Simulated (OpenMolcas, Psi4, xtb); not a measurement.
# A ladder of methods for CH3ClF2Si (SMILES C[Si](F)(F)Cl)

CH3ClF2Si: 8 atoms, total charge 0, spin state singlet. As SMILES, `C[Si](F)(F)Cl`. Geometry: relaxed at PBE0-D4/def2-TZVP.

Each level gives the dipole moment (D). The values are calculated.

| level | kind | program | value (D) | CPU time |
| --- | --- | --- | --- | --- |
| GFN0-xTB | semi-empirical | xtb | 2.39 | under 2 s |
| HF/def2-SVP | Hartree–Fock | OpenMolcas | 2.47 | 6.6 s |
| SVWN5/def2-SVP | LDA | OpenMolcas | 2.24 | 16 s |
| BLYP/def2-SVP | GGA | OpenMolcas | 2.10 | 21 s |
| PBE/def2-SVP | GGA | OpenMolcas | 2.17 | 22 s |
| TPSS/def2-SVP | meta-GGA | OpenMolcas | 2.16 | 28 s |
| PBE0/def2-SVP | global hybrid | OpenMolcas | 2.30 | 20 s |
| CAM-B3LYP/def2-SVP (density fitting) | range-separated hybrid | Psi4 | 2.26 | 4.6 s |

The values span 2.10 to 2.47 D. Magnitudes only. Times are those of the runs behind each value, whatever else they computed, on shared processors of several kinds: orders of magnitude only.
